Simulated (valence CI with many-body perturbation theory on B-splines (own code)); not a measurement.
## Ti II: what each term of the Hamiltonian does

Calculated by relativistic CI+MBPT: three valence electrons over a frozen Dirac-Fock core [Ar], radial functions for each j: 9 s, 9 p, 10 d, 8 f, 5 g, 3 h, 1 i, with the one-electron correlation potential Σ1, the two-electron term Σ2, the three-electron term Σ3, Breit, model QED; selected CI, second order for the rest (own B-spline code, finite nucleus).

Against 52 measured levels this calculation errs by 273 cm⁻¹ on average and by 1006 at most. These come from a selection out of the NIST Handbook of Basic Atomic Spectroscopic Data. Levels without a partner in it may be off by more, other configurations by 1,000 to 4,000 cm⁻¹.

Each rung adds one term. CI alone is the Dirac-Coulomb CI over the frozen core; QED comes last and gives the full result, which names the levels. Energies are above 3d²4s ⁴F_3/2 on the same rung, in cm⁻¹. A blank means that the level has no clear partner on that rung.

Names give the largest LS component (configuration and term), which can be under half, so a name can repeat, a term be missing and a line seem to break the LS rules; names also repeat where a configuration has a term twice. Letters in brackets count levels of one name in rising energy.

```tsv
Level	CI alone	Σ1	Σ2	Σ3	Breit	QED	Full
3d²4s ⁴F_5/2	74.4	+23	+11	-0.2	-15	+0.4	93.8
3d²4s ⁴F_7/2	179	+55	+27	-0.5	-37	+1.1	225
3d²4s ⁴F_9/2	314	+97	+47	-1.0	-67	+1.9	392
3d³ ⁴F_3/2	13915	-4402	-8276	-223	-56	-22	935
3d³ ⁴F_5/2	13972	-4385	-8261	-223	-71	-22	1011
3d³ ⁴F_7/2	14066	-4372	-8244	-223	-93	-21	1114
3d³ ⁴F_9/2	14170	-4342	-8222	-223	-121	-21	1241
3d²4s ²F_5/2	4160	+70	+417	+15	-17	-2.6	4642
3d²4s ²F_7/2	4380	+133	+445	+15	-62	-1.4	4910
3d²4s ²D_3/2			+7.0	+65	-28	-3.0	8736
3d²4s ²D_5/2			+51	+58	-37	-2.2	8784
3d³ ²G_7/2				-304	-78	-19	8914
3d³ ²G_9/2				-302	-99	-19	9032
3d³ ⁴P_1/2				-287	-53	-19	9482
3d³ ⁴P_3/2				-330	-57	-19	9505
3d³ ⁴P_5/2	21835	-3699	-8159	-206	-89	-20	9663
3d³ ²P_1/2				+457	-64	-14	9700
3d³ ²P_3/2				+489	-86	-13	9837
3d²4s ⁴P_1/2	9899	+618	-344	-11	-7.7	+1.1	10156
3d²4s ⁴P_3/2	9946	+632	-338	-11	-17	+1.4	10214
3d²4s ⁴P_5/2	10021	+662	-328	-9.7	-41	+1.9	10305
3d³ ²H_9/2	24297	-3460	-8047	-227	-87	-21	12455
3d³ ²H_11/2	24378	-3438	-8029	-227	-113	-20	12552
3d³ ²D_3/2 [a]				-559	-55	-16	13266
3d³ ²D_5/2 [a]	24030			-563	-78	-15	13387
3d²4s ²G_9/2				-103	-45	0.0	15374
3d²4s ²G_7/2				-101	-44	+0.1	15380
3d²4s ²P_1/2			-4892	-258	-34	-9.1	17503
3d²4s ²P_3/2			-4871	-258	-57	-8.5	17614
3d³ ²F_7/2	31904	-2806	-7789	-153	-85	-20	21051
3d³ ²F_5/2	31884	-2760	-7763	-152	-80	-20	21109
```

The middle columns are the shifts that each term adds.

(1) How does the ionisation energy move along the ladder, and which term matters most?

Answers

(1) CI alone 13.243, + Σ1 13.558, + Σ2 13.526, + Σ3 13.497, + Breit 13.495, + QED 13.493 eV. The largest step is Σ1, 0.315 eV. NIST lists 13.5755 ± 0.0025 eV (measured), further off than its uncertainty and the later steps.
